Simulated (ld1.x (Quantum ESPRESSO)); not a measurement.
**Plane-wave convergence, TM potential for Sb**

ld1.x (Quantum ESPRESSO) 7.5 input, shortened:

```
&input
   title='Sb', zed=51., rel=1, dft='REVPBE', iswitch=3,
   config='[Kr] 4d10 5s2 5p3'
 /
 &inputp
   pseudotype=2, tm=.true., lloc=-2, rcloc=1.25,
   nlcc=.true., new_core_ps=.true.
 /
3
5S  1  0   2.00   0.00  1.45  1.45  0.0
5P  2  1   3.00   0.00  2.30  2.30  0.0
4D  3  2  10.00   0.00  0.90  0.90  0.0
 &test
   configts(1)='4d10 5s2 5p3'
 /
```

The pseudo-atom Hamiltonian at the reference potential is diagonalised in spherical Bessel functions j_l(qr) that vanish at 20 bohr, with q² up to the cutoff. All-electron valence levels (Ry): 5s -0.9383, 5p -0.3514, 4d -2.4611.

**Question.** How do the lowest levels (Ry) of each channel move with the cutoff, and are there ghosts?

**Answer.**

| cutoff (Ry) | s #1 | s #2 | p #1 | p #2 | d #1 | f #1 | Σ f·Δε (mRy) |
| --- | --- | --- | --- | --- | --- | --- | --- |
| 8 | -0.9095 | -0.0353 | -0.3450 | 0.0179 | -0.0689 | 0.1059 | 23999.7 |
| 15 | -1.1166 | -0.0562 | -0.3510 | 0.0176 | -0.4551 | 0.1059 | 20418.7 |
| 21 | -1.9392 | -0.7674 | -0.3512 | 0.0176 | -0.9434 | 0.1059 | 15520.1 |
| 35 | -2.9698 | -0.9293 | -0.3514 | 0.0175 | -1.7304 | 0.1059 | 7326.2 |
| 45 | -3.0240 | -0.9341 | -0.3514 | 0.0175 | -2.0820 | 0.1059 | 3800.3 |
| 60 | -3.0301 | -0.9355 | -0.3514 | 0.0175 | -2.3447 | 0.1059 | 1170.5 |
| 90 | -3.0362 | -0.9366 | -0.3514 | 0.0175 | -2.4491 | 0.1059 | 124.3 |
| 110 | -3.0381 | -0.9375 | -0.3514 | 0.0175 | -2.4576 | 0.1059 | 36.7 |
| 160 | -3.0394 | -0.9380 | -0.3514 | 0.0175 | -2.4609 | 0.1059 | 3.4 |
| 200 | -3.0399 | -0.9382 | -0.3514 | 0.0175 | -2.4611 | 0.1059 | 1.1 |
| 300 | -3.0401 | -0.9383 | -0.3514 | 0.0175 | -2.4611 | 0.1059 | 0.3 |
| 400 | -3.0402 | -0.9383 | -0.3514 | 0.0175 | -2.4612 | 0.1059 | 0.0 |

Result: ghost state, extra bound levels that the all-electron valence spectrum of the same l lacks: s at -41.4 eV (a true bound ghost makes a file unfit for plane-wave use); 10 mRy is reached at 140 Ry and 1 mRy at 230 Ry.
